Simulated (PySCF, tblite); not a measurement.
Isomers of C5H11PSi. Level: GFN2-xTB in tblite, geometry and Hessian alike; calculated harmonic values, unscaled, isolated species. This tight-binding method is rough: wavenumbers can miss measured ones by several per cent, in bad cases by 10 to 20. Modes of hydrogen on phosphorus and silicon can be 10 to 20 % off. One conformer each.

Electronic energies: PBE0/pcSseg-1 single points on the GFN2-xTB geometries (PySCF, gas phase).

```tsv
SMILES	electronic energy, lowest = 0 (kJ/mol)
CC#C[Si](C)(C)P	0.0
CC1=C(C)P1C[SiH3]	107.1
CP1C=C([SiH3])CC1	2.7
C=C[Si]1(P)CCC1	31.6
C/C([SiH3])=P\C1CC1	120.2
CCC#C[Si@H](C)P	42.8
C#CCP([SiH3])CC	154.2
```

Question: How do GFN2-xTB zero-point energies change the relative energies?

Answer: 
| SMILES | ZPE (kJ/mol) | of it from modes above 1550 cm⁻¹ | electronic (kJ/mol) | with ZPE, lowest = 0 (kJ/mol) | lowest mode (cm⁻¹) | rings |
| --- | --- | --- | --- | --- | --- | --- |
| CC#C[Si](C)(C)P | 361.8 | 204.9 | 0.0 | 0.0 | 19i | 0 |
| CP1C=C([SiH3])CC1 | 362.7 | 193.3 | 2.7 | 3.6 | 65 | 1 |
| C=C[Si]1(P)CCC1 | 372.3 | 200.8 | 31.6 | 42.1 | 54 | 1 |
| CCC#C[Si@H](C)P | 360.5 | 199.2 | 42.8 | 41.6 | 8i | 0 |
| CC1=C(C)P1C[SiH3] | 356.2 | 194.6 | 107.1 | 101.6 | 21 | 1 |
| C/C([SiH3])=P\C1CC1 | 362.9 | 185.4 | 120.2 | 121.3 | 47 | 1 |
| C#CCP([SiH3])CC | 355.3 | 198.5 | 154.2 | 147.7 | 52 | 0 |

The zero-point energies span 17.0 kJ/mol, from `C#CCP([SiH3])CC` to `C=C[Si]1(P)CCC1`. Slightly imaginary modes are left out of the zero-point energy: `CC#C[Si](C)(C)P` 19.3i cm⁻¹ and `CCC#C[Si@H](C)P` 7.6i cm⁻¹. The lowest isomer stays, but the order above it changes.

Question: And how do the electronic energies of GFN2-xTB itself compare?

Answer: `CC#C[Si](C)(C)P` 142.3; `CP1C=C([SiH3])CC1` 0.0; `C=C[Si]1(P)CCC1` 138.4; `CCC#C[Si@H](C)P` 121.5; `CC1=C(C)P1C[SiH3]` 134.2; `C/C([SiH3])=P\C1CC1` 115.0; `C#CCP([SiH3])CC` 131.7 kJ/mol, lowest = 0. Against the energies above, taken from the same isomer `CC#C[Si](C)(C)P`, the largest difference is 164.8 kJ/mol.

Question: What do entropy and thermal enthalpy add at 298.15 K and 1 bar (rigid rotor, harmonic oscillator, one conformer each)?

Answer: 
| SMILES | point group | symmetry number | S (J/(mol K)) | H − H(0) (kJ/mol) | ZPE + H − H(0) − TS (kJ/mol) |
| --- | --- | --- | --- | --- | --- |
| CP1C=C([SiH3])CC1 | C1 | 1 | 400.0 | 27.89 | 271.3 |
| C=C[Si]1(P)CCC1 | Cs | 1 | 417.3 | 29.17 | 277.0 |
| C/C([SiH3])=P\C1CC1 | C1 | 1 | 419.0 | 29.53 | 267.5 |
| C#CCP([SiH3])CC | C1 | 1 | 436.2 | 32.20 | 257.5 |

Not tabulated: `CC#C[Si](C)(C)P` (lowest mode only 19i cm⁻¹); `CCC#C[Si@H](C)P` (lowest mode only 8i cm⁻¹); `CC1=C(C)P1C[SiH3]` (lowest mode only 21 cm⁻¹).
